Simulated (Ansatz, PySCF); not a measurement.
Gas-phase reaction in SMILES: CCCCF + 3 C (CH4) -> 3 CC (C2H6) [ethane] + CF (CH3F)
Geometries: B3LYP-D3(BJ)/def2-TZVP minima from Ansatz (a first-principles code), one conformer each, not searched for the lowest. Frequencies are from Ansatz or PySCF.

Wanted: bond separation energy (enthalpy at 298 K, with B3LYP-D3(BJ) rigid-rotor harmonic-oscillator terms), in eV. Correlated levels leave the core frozen unless marked. No spin-orbit coupling. Non-relativistic. CBS marks a two-point X^-3 extrapolation of the correlation energy; Hartree-Fock from the larger set. [CCSD(T)-MP2]/basis is that difference in the basis named.

```csv
level,program,bond separation energy (eV)
PBE/def2-TZVPD,Ansatz,0.43
revPBE-D4/def2-TZVPD,Ansatz + dftd4,0.47
revPBE/def2-TZVPD,Ansatz,0.37
PBE0-D3(BJ)/def2-TZVPD,Ansatz + dftd3,0.46
PBE0-D4/def2-TZVPD,Ansatz + dftd4,0.46
BHLYP-D4/def2-TZVPD,Ansatz + dftd4,0.45
r2SCAN0/def2-TZVPD,Ansatz,___
wB97X/def2-TZVPD,Ansatz,0.45
PBE-QIDH/def2-TZVPD,Ansatz,0.47
SCS-MP2/STO-3G,Ansatz,0.24
SCS-MP2/6-31G,Ansatz,0.53
CCSD/aug-cc-pVDZ,Ansatz,___
"RI-MP2/CBS(cc-pVTZ,cc-pVQZ)+[CCSD(T)-MP2]/cc-pVTZ",Ansatz,___
```

Task: Fill in the missing entries.

Result: 
- r2SCAN0/def2-TZVPD, bond separation energy (eV): 0.48
- CCSD/aug-cc-pVDZ, bond separation energy (eV): 0.49
- RI-MP2/CBS(cc-pVTZ,cc-pVQZ)+[CCSD(T)-MP2]/cc-pVTZ, bond separation energy (eV): 0.51
